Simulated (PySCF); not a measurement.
Isomers C6H13BO2:

A. `C=CC(C)(C)OBOC`
B. SMILES COBC1(OC)CCC1
C. SMILES COB(/C=C/CC)OC

Spectrum 1. ¹³C{¹H} NMR (computed): δ 73.7 (C), 62.6 (CH3), 54.6 (CH3), 30.9 (CH2), 14.1 (CH2).

Spectrum 2. ¹³C{¹H} NMR (computed): δ 156.0 (CH), 118.8 (CH2), 75.0 (C), 56.6 (CH3), 31.2 (CH3).

Spectrum 3. ¹³C{¹H} NMR (computed): δ 167.8 (CH), 124.3 (CH), 52.2 (CH3), 34.7 (CH2), 15.7 (CH3).

[PySCF 2.14.0 with density-fitted response routines: GIAO PBE0/pcSseg-1 shieldings; PBE0-D3(BJ)/def2-SVP structure; rapidly exchanging positions averaged; no relativistic terms; one conformer; in vacuum]

References, each an isolated molecule treated in the same way: ¹³C (σref 184.41) against TMS. Carbons bonded to boron are broad in practice. Shifts are as computed. Against solution values, carbons near 30 ppm lie about +2 ppm off and those near 130 ppm about +5 ppm. Of 1211 compounds with measured shifts, 218 miss one by over three times the rms of a fit or turn the order of signals round; such compounds aren't used in these exercises.

Which spectrum belongs to which compound?

## Answers

1–B, 2–A, 3–C.

- Spectrum 1 (B): 5 ¹³C signals; δC 73.7 is a fully substituted sp3 carbon bonded to B and O; δC 62.6 is a methyl carbon bonded to O.
- Spectrum 2 (A): 5 ¹³C signals; δC 156.0 is an alkene CH; δC 118.8 is a terminal =CH2 carbon.
- Spectrum 3 (C): 5 ¹³C signals; δC 124.3 is an alkene CH; δC 52.2 is a methyl carbon bonded to O.
